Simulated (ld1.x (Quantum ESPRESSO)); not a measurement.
**In (Z = 49), TM semilocal: configuration errors across variants**

```
Element                 : indium (In)
Generator               : ld1.x (Quantum ESPRESSO) 7.5
Type                    : norm-conserving Troullier–Martins (semilocal form)
Functional              : PBE
Relativity              : scalar-relativistic
Frozen core             : [Kr] 4d10
Valence charge          : 3
Reference configuration : 5s2 5p1
Partial waves           : 5s (bound): rc 1.75 bohr; 5p (bound): rc 2.05 bohr
Local potential         : the p channel
Core correction         : a·sin(br)/r model core inside 1.65 bohr
```

All-electron excitation energies from the reference (eV): (1) 5s2 5p0 5.363; (2) 5s1 5p0 24.598; (3) 5s2 5p0.5 1.940; (4) 5s1 5p1 11.956; (5) 5s0 5p3 11.947; (6) 5s1 5p2 5.841; (7) 5s2 5p1.3 -0.532.

A semilocal file is local in each channel, so a ghost entry of none says nothing of the separable form that plane-wave codes build from it.

Tests that are not counted but printed errors over 1 eV. “wave 5p (bound): rc 2.05 bohr becomes 5p (bound): rc 1.32 bohr”: 5s1 5p2 (solver errors, printed error -47.0 eV); 5s0 5p3 (solver errors, printed error -30.3 eV); 1 more.

Errors AE − PS in meV (a dash: test not solved or not reliable):

| change | (1) | (2) | (3) | (4) | (5) | (6) | (7) | bound ghosts |
| --- | --- | --- | --- | --- | --- | --- | --- | --- |
| base | -15 | -212 | -2.6 | -59 | -82 | -21 | -0.2 | none |
| wave 5p (bound): rc 2.05 bohr becomes 5p (bound): rc 1.32 bohr | -19 | -243 | -14 | – | – | – | +8.5 | none |
| wave 5p (bound): rc 2.05 bohr becomes 5p (bound): rc 1.68 bohr | -16 | -217 | -2.2 | -44 | -55 | -16 | -0.1 | none |
| wave 5p (bound): rc 2.05 bohr becomes 5p (bound): rc 1.96 bohr | -15 | -212 | -2.5 | -58 | -79 | -21 | -0.2 | none |
| wave 5p (bound): rc 2.05 bohr becomes 5p (bound): rc 2.22 bohr | -15 | -210 | -2.6 | -61 | -91 | -23 | -0.2 | none |
| wave 5p (bound): rc 2.05 bohr becomes 5p (bound): rc 2.48 bohr | -15 | -210 | -2.6 | -62 | -94 | -24 | -0.2 | none |
| wave 5p (bound): rc 2.05 bohr becomes 5p (bound): rc 2.84 bohr | -15 | -212 | -2.6 | -60 | -87 | -22 | -0.2 | none |

Q: Give the same row for: wave 5p (bound): rc 2.05 bohr becomes 5p (bound): rc 3.10 bohr.

A: -16, -217, -2.7, -57, -72, -19, -0.2; bound ghosts: none.
